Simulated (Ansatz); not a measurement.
Reactions of Cl₂H₆InNSi₂ (`[SiH3][N]([SiH3])[In]([Cl])[Cl]`).

Program: Ansatz. Geometries: PBE0-D4/def2-TZVP. ΔE: electronic, gas phase. CBS: MP2 limit from def2 TZ/QZ plus the TZ coupled-cluster correction, frozen cores. This one scheme is used for every species. def2 core potentials past Kr. For Br, Ge, In outer-core shells are correlated without core-valence functions, which leaves a few kJ/mol of doubt a bond. Scalar relativity is left out up to krypton. Each species was taken in one conformer, which may not be the lowest.

Problem. Order these by ΔE at CCSD(T)/CBS, lowest first. (An estimate is asked.)
A. `[SiH3][N]([SiH3])[In]([Cl])[Cl]` + `CN(C)[Si]Br` → `C[N](C)[In]([Cl])[Cl]` + `[SiH3]N([SiH3])[Si]Br`
B. `[SiH3][N]([SiH3])[In]([Cl])[Cl]` + H–F → `[F][In]([Cl])[Cl]` + `[SiH3]N[SiH3]`
C. `[SiH3][N]([SiH3])[In]([Cl])[Cl]` + `C[BH][GeH3]` → `[Cl][In]([Cl])[GeH3]` + `CBN([SiH3])[SiH3]`
D. `[SiH3][N]([SiH3])[In]([Cl])[Cl]` + `B1CO1` → `[Cl][In]([Cl])[CH]1BO1` + `[SiH3]N[SiH3]`
E. `[SiH3][N]([SiH3])[In]([Cl])[Cl]` + `CBr` → `[Cl][In]([Cl])[Br]` + `CN([SiH3])[SiH3]`
F. `[SiH3][N]([SiH3])[In]([Cl])[Cl]` + `CC(C)N` → `CC(C)[NH][In]([Cl])[Cl]` + `[SiH3]N[SiH3]`

Solution. C (-1.71 eV), E (-0.70 eV), B (-0.07 eV), F (+0.14 eV), A (+0.27 eV), D (+0.45 eV).

Largest T1 diagnostic: 0.016, for `B1CO1`.
